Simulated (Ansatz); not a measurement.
Geometry optimisation, Ansatz 0.2.0, RKS B3LYP-D4/def2-SVP.

input.yaml

```yaml
crystal:
  periodic: [false, false, false]
  atoms:
    - { symbol: Ga, position_ang: [0.0, 0.0, 0.0] }
    - { symbol: Cl, position_ang: [0.0, 0.0, 2.24] }
    - { symbol: "N", position_ang: [1.6714, 0.0, -0.965] }
    - { symbol: H, position_ang: [2.138, -0.9179, -1.2168] }
    - { symbol: H, position_ang: [2.1227, 0.9179, -1.2432] }
    - { symbol: O, position_ang: [-1.5501, 0.0, -0.895] }
    - { symbol: H, position_ang: [-2.0598, -0.8467, -0.6865] }
basis:
  gaussian: { orbitals: def2-SVP }
hamiltonian:
  xc: b3lyp
  dispersion: d4
relax:
  f_tol: 0.02
  max_steps: 40
```

Command:

```bash
$ ansatz run input.yaml --threads 2 --pin off --max-ram 3072MiB --backend cpu --events-out ev --progress --plain --runs-dir out
```

**Question.** Where does it end, and by what steps?

**Answer.** The run converged. After 12 steps the energy has fallen by 0.885 eV; H5 moved furthest, 1.07 Å.

```tsv
step	energy less start (eV)	largest force component (eV/Å)	accepted
0	0.0000	1.901	yes
1	-0.3288	1.704	yes
2	-0.3817	2.008	yes
3	-0.5554	0.861	yes
4	-0.6505	0.328	yes
5	-0.7088	0.320	yes
6	-0.7373	1.380	yes
7	-0.8300	0.421	yes
8	-0.8734	0.219	yes
9	-0.8805	0.111	yes
10	-0.8844	0.064	yes
11	-0.8844	0.037	yes
12	-0.8847	0.014	yes
```

```xyz
7
Properties=species:S:1:pos:R:3
Ga 0.064 -0.082 -0.085
Cl -0.107 0.493 1.990
N 1.638 0.066 -0.943
H 1.781 -0.285 -1.883
H 2.504 0.292 -0.468
O -1.378 -0.657 -0.958
H -2.179 -0.673 -0.418
```

Time of the run: 2.4 min on 2 threads of AMD EPYC (Zen 3), with other jobs on the host, peak memory 0.21 GiB.
